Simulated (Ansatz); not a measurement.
Ansatz (a quantum-chemistry and plane-wave program) input (PBE-QIDH/def2-TZVPD):

Ansatz 0.2 input:
```yaml
crystal:
  periodic: [false, false, false]
  atoms:
    - {symbol: Sb, position_ang: [0.00344590, -0.00012816, 0.04590905]}
    - {symbol: H, position_ang: [-0.07516195, -1.23152961, -1.17508158]}
    - {symbol: H, position_ang: [-0.10057883, 1.23806566, -1.16627979]}
basis:
  gaussian:
    orbitals: def2-TZVPD
hamiltonian:
  xc: {name: PBE-QIDH}
total_charge: -1
magnetization: {spin_polarized: false}
correlation: {electrons: outside_noble_gas}
```

Output:

```
Functional definition: PBE-QIDH
integrals: 0.03 GiB planned
662 factors; integrals over basis functions are off by at most 1.1e-3 eV
mean field: 0.19 GiB planned
mean field evaluation 1: about -6561.0452 eV, gradient 1.1e1 eV
mean field evaluation 2: about -6561.0449 eV, gradient 1.1e1 eV
mean field evaluation 4: about -6561.3791 eV, gradient 7.2e-1 eV
mean field evaluation 8: about -6561.3826 eV, gradient 1.8e-2 eV
mean field evaluation 16: about -6561.3826 eV, gradient 3.0e-6 eV
mean field -6561.38260920 eV, -241.1263634232 hartree, gradient 3.0e-6 eV, S^2 0.000000; 0 other end points of the search recorded, 0 dependent functions left out
9 core orbitals not correlated
reference -6561.38261830 eV, -241.1263637576 hartree; 4, 4 occupied and 61, 61 virtual orbitals, 662 factors
second order -4.27323444 eV of doubles, -0.00000000 eV of singles
Total energy: -6562.80702978 eV, -241.1787099140 hartree
```
